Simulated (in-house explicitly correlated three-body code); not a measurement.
Computed with an exponentially correlated three-body code. Model: two electrons around a point charge, non-relativistic, variational in 260 exponentially correlated functions (energies converged to about 1e-7 hartree, or 1e-8 relative for large Z).

Command:
```bash
python run_hyl.py task.json out
```
Settings (lengths in bohr, energies in hartree):
```
Z                      10
nuclear_mass           3
interaction_strength   1
functions              260
states_tried           13
```

Time taken, with all properties: 38 s on 1 thread of Intel(R) Xeon(R) Platinum 8488C (Sapphire Rapids), on a shared host.

**Those bound S and P states to n = 4 that converged, binding against the one-electron ion.**

Given: nuclear charge 10; mass of the centre 3 electron masses.

Computed: one-electron threshold -37.5 hartree.

| term | energy (hartree) | binding (eV) |
| --- | --- | --- |
| 1 1S | -71.0809302 | 913.78 |
| 2 3P | -47.1279682 | 261.99 |
| 2 3S | -45.6215595 | 221 |
| 2 1P | ? | ? |
| 4 1S | -39.5340417 | 55.349 |

**Question.** What belongs in the row 2 1P?

**Answer.** energy (hartree): -44.3851699; binding (eV): 187.36.

**Converged states only, values per electron or pair.**

| term | mean r (bohr) | mean r squared (bohr²) | mean inverse r (1/bohr) | mean r12 (bohr) | mean inverse r12 (1/bohr) | mean cosine | mean p1 dot p2 (bohr⁻²) | delta r1 (bohr⁻³) | delta r12 (bohr⁻³) |
| --- | --- | --- | --- | --- | --- | --- | --- | --- | --- |
| 1 1S | 0.20491 | 0.056107 | 7.3465 | 0.28442 | 4.7682 | 0.087543 | -4.7323 | 128.45 | 16.417 |
| 2 3P | 0.39485 | 0.23712 | 4.8086 | 0.63432 | 1.9166 | -0.038669 | -8.163 | 66.477 | - |
| 2 3S | ? | ? | ? | ? | ? | ? | ? | ? | - |
| 2 1P | 0.52034 | 0.44387 | 4.5132 | 0.8478 | 1.4941 | 0.078683 | 0.6454 | 68.698 | 0.33771 |
| 4 1S | 1.7603 | 6.2273 | 3.9751 | 3.3252 | 0.43379 | 0.010187 | -0.76333 | 68.059 | 0.39159 |

**Question.** What belongs in the row 2 3S?

**Answer.** mean r (bohr): 0.51718; mean r squared (bohr²): 0.43143; mean inverse r (1/bohr): 4.6307; mean r12 (bohr): 0.85529; mean inverse r12 (1/bohr): 1.3715; mean cosine: 0.048401; mean p1 dot p2 (bohr⁻²): -0.79072; delta r1 (bohr⁻³): 74.379.
